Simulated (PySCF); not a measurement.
## Relaxation of singlet HVO₂

All numbers come from PBE0 in PySCF with V def2-TZVP, O def2-TZVP, H def2-TZVP; no relativity; density-fitted integrals. A (50,194) grid was used.

A hand-made T-shaped (ligand arrangement 1) start, of C2v symmetry, held to at least that symmetry:

Coordinates in bohr (charge 0 multiplicity 1):
```
V     0.0000    0.0000   -0.0802
O     3.1917    0.0000    0.0313
O    -3.1917    0.0000    0.0313
H     0.0000    0.0000    3.0568
```

Optimiser trace:
| step | E − E(last) (kJ/mol) | largest gradient (Eh/bohr) |
| --- | --- | --- |
| 0 | 247.55 | 0.04914 |
| 1 | 223.76 | 0.04848 |
| 2 | 145.06 | 0.03487 |
| 3 | 88.36 | 0.09926 |
| 4 | 43.12 | 0.05139 |
| 5 | 5.37 | 0.02216 |
| 6 | 0.33 | 0.01091 |
| 7 | 0.07 | 0.00355 |
| 8 | 0.02 | 0.00130 |
| 9 | 0.00 | 0.00027 |
| 10 | 0.00 | 0.00009 |

It ends at C2v with V–H 1.685 Å, V–O 1.572 Å (×2); H–V–O 122.9° (×2), O–V–O 114.2° (after a last refinement on a finer grid). A frequency run shows 1 imaginary mode, down to 409i cm⁻¹, so it is a saddle point.

Final geometry:
Z-matrix (Å, degrees; charge 0 multiplicity 1):
```
V
O  1 1.5718
O  1 1.5718 2 114.22
H  1 1.6849 2 122.89 3 180.00
```

The relaxation took 31 s on 2 threads of a shared Arm Neoverse N1 host, with 113 basis functions and 12 gradients; the process peaked at 0.71 GiB. Launch command: `OMP_NUM_THREADS=2 python axn.py task.json out`.
